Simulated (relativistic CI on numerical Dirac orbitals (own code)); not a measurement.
Level scheme of Sb V

Method of calculation: Dirac-Coulomb-Breit CI, KLI orbitals optimised for each configuration, a model potential for QED, valence Slater integrals scaled by 0.85, configuration energies shifted to the measured levels that pair with them (semi-empirical) (own radial code, finite nucleus).

CI space (outside the closed core [Kr]): 4d¹⁰5s, 4d¹⁰5p, 4d¹⁰5d, 4d¹⁰6s, 4d¹⁰6p, 4d¹⁰5f, 4d¹⁰5g, 4d⁹5s², 4d¹⁰4f, 4d⁹5s4f, 4d¹⁰6d, 4d¹⁰7s, 4d⁸5s5p², 4d⁹5p², 4d¹⁰7p, 4d⁹5s5p, 4d¹⁰7d, 4d¹⁰6f, 4d⁹5p5d, 4d⁸5s5d², 4d⁹4f5p, 4d⁸5s²5p, 4d⁹5s5d, 4d⁸5s4f², 4d⁹5s6p, 4d⁹5s6s, 4d⁹5p5f. Levels of other configurations are missing.

The lowest level is 4d¹⁰5s ²S1/2, with 98 % of that term; Hund's rules for 4d¹⁰5s give ²S with J = 1/2, in agreement.

```csv
No.,Configuration,Term,J,E (cm⁻¹),%,Next component (%),Landé g,jj configuration (%)
1,4d¹⁰5s,²S,1/2,0,98,1 4d⁸5s4f² ²S,2.002,5s (98)
2,4d¹⁰5p,²P°,1/2,81821,99,,0.666,5p1/2 (99)
3,4d¹⁰5p,²P°,3/2,90298,99,,1.334,5p3/2 (99)
4,4d¹⁰5d,²D,3/2,201949,100,,0.799,5d3/2 (100)
5,4d¹⁰5d,²D,5/2,203021,99,,1.200,5d5/2 (99)
6,4d¹⁰6s,²S,1/2,224653,100,,2.002,6s (100)
7,4d⁹5s²‡,²D,5/2,237818,97,2 4d⁹5p² ²D,1.200,4d5/2^5 (97)
8,4d⁹5s²‡,²D,3/2,247718,97,2 4d⁹5p² ²D,0.799,4d3/2^3 4d5/2^6 (97)
9,4d¹⁰4f‡,²F°,7/2,248992,99,,1.143,4f7/2 (99)
10,4d¹⁰4f‡,²F°,5/2,249254,99,,0.857,4f5/2 (99)
11,4d¹⁰6p,²P°,1/2,254546,100,,0.666,6p1/2 (100)
12,4d¹⁰6p,²P°,3/2,257579,100,,1.334,6p3/2 (100)
13,4d¹⁰6d‡,²D,3/2,301797,100,,0.799,6d3/2 (100)
14,4d⁹5s5p‡,⁴P°,5/2,301952,87,10 ⁴D°,1.564,4d5/2^5 5s 5p1/2 (76)
15,4d¹⁰6d‡,²D,5/2,302291,100,,1.200,6d5/2 (100)
16,4d⁹5s5p‡,⁴F°,5/2,307686,55,36 ²F°,1.000,4d5/2^5 5s 5p1/2 (78)
17,4d⁹5s5p‡,⁴F°,7/2,307800,71,15 ²F°,1.248,4d5/2^5 5s 5p1/2 (73)
18,4d⁹5s5p‡,⁴P°,3/2,308255,69,15 ⁴D°,1.536,4d5/2^5 5s 5p1/2 (45)
19,4d¹⁰7s‡,²S,1/2,310437,100,,2.002,7s (100)
20,4d⁹5s5p‡,⁴F°,9/2,312087,100,,1.334,4d5/2^5 5s 5p3/2 (100)
21,4d⁹5s5p‡,⁴F°,3/2,313152,86,9 ⁴P°,0.553,4d3/2^3 4d5/2^6 5s 5p1/2 (70)
22,4d⁹5s5p‡,⁴P°,1/2,314746,82,9 ⁴D°,2.253,4d3/2^3 4d5/2^6 5s 5p3/2 (45)
23,4d¹⁰5f‡,²F°,5/2,315493,89,5 4d⁹5s5p ²F°,0.874,5f5/2 (89)
24,4d¹⁰5f‡,²F°,7/2,315558,98,1 4d⁹5s5p ²F°,1.145,5f7/2 (98)
25,4d⁹5s5p‡,²F°,5/2,318249,46,27 ⁴D°,1.054,4d5/2^5 5s 5p3/2 (50)
26,4d⁹5s5p‡,⁴D°,7/2,319023,79,15 ²F°,1.374,4d5/2^5 5s 5p3/2 (95)
27,4d⁹5s5p‡,²D°,3/2,319074,59,14 ²P°,1.012,4d5/2^5 5s 5p1/2 (32)
28,4d⁹5s5p‡,²D°,5/2,321008,36,26 ⁴D°,1.173,4d3/2^3 4d5/2^6 5s 5p1/2 (34)
29,4d⁹5s5p‡,²P°,3/2,322578,70,22 ⁴D°,1.264,4d3/2^3 4d5/2^6 5s 5p1/2 (54)
30,4d⁹5s5p‡,²P°,1/2,323040,88,8 ⁴P°,0.815,4d5/2^5 5s 5p3/2 (54)
```

Energies count from the lowest computed level; ° marks odd parity. Filled j subshells are mostly left out of the jj labels. ‡ marks configurations that were not tied to measured data.

The mean weight of the leading LS term, summed over parents, in these 30 levels is 87 %, and that of the leading jj configuration (from the same eigenvectors) 83 %.

Configurations whose levels could be paired with our table of measured levels were shifted onto them, all but the ground configuration, by the median error of their levels; single terms can still be off by 1,000 to 2,000 cm⁻¹ or more, and rates follow the energies as ν³ (E1, M1) or ν⁵ (E2). The others borrow a shift and can be off by several thousand cm⁻¹ or more. Levels and lines within the n = 5 or 6 shells can be off by up to 10 % or somewhat more, and those that change n by about 2 %, since core polarisation is missing. 6 of the 6 excited levels that our extract of the measured tables holds in this range could be paired (the sources list more); they are missed by 92 cm⁻¹ on average and 255 at most, after the shifts were fitted to these levels, and levels without a partner can miss by more.

LS names give the leading component of a level, which can be under half, so a name can repeat, a term be missing and a line seem to break the LS rules.
